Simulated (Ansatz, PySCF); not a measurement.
Gas-phase reaction in SMILES: C#C[Si](C#C)(C#C)OC [triethynyl(methoxy)silane] + 14 [H][H] (H2) → 7 C (CH4) + O (H2O) + [SiH4] (SiH4)
Each molecule is optimised on its own at B3LYP-D3(BJ)/def2-TZVP (Ansatz, an electronic-structure program), one conformer each, not searched for the lowest. Frequencies are from Ansatz or PySCF.
Geometry of the first species:
SMILES: [Si](C#C)(C#C)(OC)C#C
```xyz
15

C     -1.0470    -0.3862     2.7468
C     -0.6694    -0.2805     1.6068
Si    -0.0618    -0.1170    -0.1034
C     -0.8982    -1.3105    -1.1808
C     -1.4821    -2.0904    -1.8892
C     -0.4132     1.5833    -0.6569
C     -0.6206     2.7142    -1.0191
O      1.5351    -0.4286    -0.1791
C      2.5281     0.2992     0.5332
H     -1.3864    -0.4813     3.7505
H     -1.9933    -2.7812    -2.5162
H     -0.8101     3.7104    -1.3409
H      2.3649     0.2300     1.6119
H      2.5273     1.3518     0.2384
H      3.4956    -0.1377     0.2909
```
Charge 0, spin multiplicity 1.

Property: energy of full hydrogenation (0 K, with B3LYP-D3(BJ) harmonic zero-point energies), in kJ/mol. Cores are frozen in the correlated levels unless marked. Spin-orbit coupling is left out. Non-relativistic. CBS marks a two-point X^-3 extrapolation of the correlation energy; Hartree-Fock from the larger set. [CCSD(T)-MP2]/basis is that difference in the basis named.

```json
[
 {"level": "BLYP-D3(BJ)/def2-TZVPD", "program": "Ansatz + dftd3", "energy of full hydrogenation (kJ/mol)": "-917.1", "minus last row": "89.6"},
 {"level": "wB97M-V/def2-TZVPD", "program": "Ansatz", "energy of full hydrogenation (kJ/mol)": "-1049.2", "minus last row": "-42.5"},
 {"level": "SCS-MP2/6-31G", "program": "Ansatz", "energy of full hydrogenation (kJ/mol)": "-891.5", "minus last row": "115.2"},
 {"level": "CCSD/6-31G*", "program": "Ansatz", "energy of full hydrogenation (kJ/mol)": "-948.8", "minus last row": "57.9"},
 {"level": "CCSD/aug-cc-pV(T+d)Z", "program": "Ansatz", "energy of full hydrogenation (kJ/mol)": "-1069.5", "minus last row": "-62.8"},
 {"level": "CCSD(T)/cc-pwCVTZ", "program": "Ansatz", "energy of full hydrogenation (kJ/mol)": "-1004.8", "minus last row": "1.9"},
 {"level": "RI-MP2/CBS(aug-cc-pV(T+d)Z,aug-cc-pV(Q+d)Z)+[CCSD(T)-MP2]/aug-cc-pV(T+d)Z", "program": "Ansatz", "energy of full hydrogenation (kJ/mol)": "-1006.7", "minus last row": "0.0"}
]
```
